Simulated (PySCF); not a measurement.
# Energy of Mg⁺ (magnesium, charge +1) between two integer charges

The 3s alpha orbital of [Ne] 3s1 is emptied in steps (occupation f), with all orbitals relaxed, ending at [Ne]. All numbers are calculated (PySCF 2.14, the non-relativistic Hamiltonian (point nucleus), in aug-cc-pVTZ (6s5p3d2f, 50 functions)). The exact energy is a straight line in f; departures are measured from the line between the end points of the same method.

```json
{"f": "1", "UHF (eV)": "0.000", "LDA (eV)": "0.000", "PBE (eV)": "0.000", "PBE0 (eV)": "0.000", "r2SCAN (eV)": "0.000", "LC-wPBE (eV)": "0.000", "BHandHLYP (eV)": "0.000", "BLYP (eV)": "0.000"}
{"f": "0.75", "UHF (eV)": "0.002", "LDA (eV)": "-0.620", "PBE (eV)": "-0.643", "PBE0 (eV)": "-0.471", "r2SCAN (eV)": "-0.538", "LC-wPBE (eV)": "-0.027", "BHandHLYP (eV)": "-0.349", "BLYP (eV)": "-0.677"}
{"f": "0.5", "UHF (eV)": "0.003", "LDA (eV)": "-0.806", "PBE (eV)": "-0.857", "PBE0 (eV)": "-0.624", "r2SCAN (eV)": "-0.672", "LC-wPBE (eV)": "-0.040", "BHandHLYP (eV)": "-0.467", "BLYP (eV)": "-0.900"}
{"f": "0.25", "UHF (eV)": "0.002", "LDA (eV)": "-0.574", "PBE (eV)": "-0.640", "PBE0 (eV)": "-0.464", "r2SCAN (eV)": "-0.449", "LC-wPBE (eV)": "-0.039", "BHandHLYP (eV)": "-0.355", "BLYP (eV)": "-0.673"}
{"f": "0", "UHF (eV)": "0.000", "LDA (eV)": "0.000", "PBE (eV)": "0.000", "PBE0 (eV)": "0.000", "r2SCAN (eV)": "0.000", "LC-wPBE (eV)": "0.000", "BHandHLYP (eV)": "0.000", "BLYP (eV)": "0.000"}
```

Task: For LC-wPBE, how does the orbital energy at f = 1 compare with the removal energy?

Result: −ε = 15.014 eV against a total-energy difference of 15.160 eV. By Janak's theorem ε = ∂E/∂f, so the gap between them reflects the curvature. Along the path −ε is 15.085 (f = 0.75), 15.129 (f = 0.5), 15.212 (f = 0.25) eV.

```csv
method,E(f=0) − E(f=1) (eV),−ε at f=1 (eV),−ε at f=0.5 (eV)
UHF,14.723,14.736,14.723
LDA,15.350,11.991,15.464
PBE,15.340,11.905,15.344
PBE0,15.234,12.711,15.249
r2SCAN,15.019,12.053,15.236
LC-wPBE,15.160,15.014,15.129
BHandHLYP,15.300,13.445,15.287
BLYP,15.445,11.835,15.456
```

As f goes to zero the orbital energy of a semilocal functional can turn back, because the density of that orbital vanishes from the exchange-correlation potential.

Reference removal energy between the ground levels: 15.035 eV (measured; NIST Atomic Spectra Database, ionization energies). UHF lacks correlation.
